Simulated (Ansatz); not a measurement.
`[InH2]`, charge 0, multiplicity 2.

(1) Give a relaxed structure at PBE0-D4/def2-TZVP (the Gaussian-basis code of Ansatz). (Estimate.)

## Answers

(1) Ansatz gave: 
Z-matrix (Å, degrees):
```
In
H 1 1.758
H 1 1.758 2 120.6
```
Point group C2v.
